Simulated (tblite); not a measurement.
Species: C₆H₁₀O (charge +1 and doublet state).
Numbering: `[CH2+:1][CH:2][C:3](=[O:4])[CH:5]([CH3:6])[CH3:7]` (hydrogens: H8, H9 on C1; H10 on C2; H11 on C5; H12, H13, H14 on C6; H15, H16, H17 on C7)

Structure used (GFN2-xTB), in Å, numbered top down from 1:
```xyz
17
C6H10O angstrom
C      2.443    0.354   -0.049
C      1.790   -0.759    0.231
C      0.407   -0.874    0.742
O      0.020   -1.624    1.562
C     -0.578    0.159    0.038
C     -1.742   -0.653   -0.473
C     -0.912    1.139    1.144
H      3.494    0.316   -0.298
H      2.019    1.345   -0.008
H      2.263   -1.736    0.186
H     -0.045    0.641   -0.783
H     -2.405    0.022   -1.021
H     -1.433   -1.421   -1.182
H     -2.302   -1.116    0.336
H     -0.027    1.598    1.585
H     -1.496    1.950    0.701
H     -1.502    0.673    1.930
```

All values are computed: GFN2-xTB (tblite) harmonic vibrations without scaling, gas phase. This tight-binding method is rough: wavenumbers can miss measured ones by several per cent, in bad cases by 10 to 20. One conformer, not necessarily the lowest. Open shells enter through the occupations alone, without spin polarisation, and single modes of such species can be off by tens of per cent.

Harmonic wavenumbers (cm⁻¹): 46.0, 78.3, 185.5, 213.0, 229.7, 241.9, 277.2, 354.0, 399.8, 498.1, 565.1, 660.0, 708.8, 824.6, 861.2, 909.0, 910.7, 943.8, 969.2, 995.1, 1045.0, 1103.3, 1147.4, 1178.7, 1198.3, 1281.8, 1343.3, 1356.6, 1360.6, 1372.9, 1395.7, 1439.3, 1455.7, 1630.1, 1848.3, 2961.9, 2969.1, 2984.5, 3000.8, 3023.6, 3029.1, 3053.2, 3057.7, 3066.1, 3092.1.

A = 3631, B = 2027, C = 1748 MHz; mass 98.073 u (most abundant isotopes); point group C1, symmetry number 1; spin multiplicity 2.

Q: What is the zero-point energy?

A: Half the sum of the wavenumbers: 30633 cm⁻¹ = 366.45 kJ/mol.

Q: Give the ideal-gas entropy at 200 K and 1 bar in the rigid-rotor, harmonic-oscillator model (classical rotation).

A: Translation 157.75, rotation 110.56, vibration 64.06, spin (R ln 2) 5.76: S = 338.1 J/(mol K).

Q: And Cp and H(200 K) − H(0)?

A: Cp = 105.50 J/(mol K), of which vibrations give 72.25 (their classical limit is 45 R = 374.2); H(200 K) − H(0) = 13.77 kJ/mol without the zero-point energy, 7.12 from vibrations.

Q: What must be added to the electronic energy to get the Gibbs energy at 200 K and 1 bar?

A: ZPE + [H(200 K) − H(0)] − T·S = 366.45 + 13.77 − 67.63 = 312.59 kJ/mol.

Q: Which modes carry the vibrational entropy at 200 K?

A: 46.0 cm⁻¹: 17.55; 78.3 cm⁻¹: 13.20; 185.5 cm⁻¹: 6.51; 213.0 cm⁻¹: 5.53; 229.7 cm⁻¹: 5.02; 241.9 cm⁻¹: 4.68 J/(mol K); the other 39 give 11.57 together.

Hindered rotation and anharmonicity are outside this model. Other conformers, if any are populated, would add a mixing term that is left out. The structure is chiral; the term R ln 2 for an equal mix with its mirror image is left out.
